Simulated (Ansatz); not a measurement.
Molecule: C₄H₆Si₂, net charge 0, singlet state. 
Coordinates optimised at B3LYP-D3(BJ)/def2-TZVP (Ansatz, a program for electronic structure):
```xyz
12

C     -3.6087     0.3719     0.0080
C     -2.6264    -0.3159     0.1278
Si    -1.1508    -1.3695     0.3120
C      0.3541    -0.3673     0.0680
C      1.3607     0.2909    -0.0927
Si     2.8718     1.2893    -0.3360
H     -4.4746     0.9809    -0.0981
H     -1.1876    -2.4455    -0.6984
H     -1.1316    -1.9534     1.6679
H      4.0579     0.4200    -0.1833
H      2.8544     1.8759    -1.6929
H      2.9104     2.3681     0.6742
```

Basis-set convergence of Hartree-Fock and CCSD(T) correlation energies (hartree) with Ansatz. Cores are frozen in the correlated levels unless marked. No spin-orbit coupling. No relativistic terms.

```
basis            functions       E(HF)  E(corr, CCSD(T))
---------------  ---------  ----------  ----------------
aug-cc-pV(D+d)Z        210  -732.76333          -0.80613
aug-cc-pV(T+d)Z        432  -732.82765          -0.94143
aug-cc-pV(Q+d)Z        774  -732.84283          -0.98185
```

Extrapolating the two largest sets (X = 3 and 4) as X^-3: E(corr) = (64·(-0.98185) - 27·(-0.94143))/37 = -1.0113 Eh, an estimate of the basis-set limit. The largest set recovers 97.1 % of it, the smallest 79.7 %.
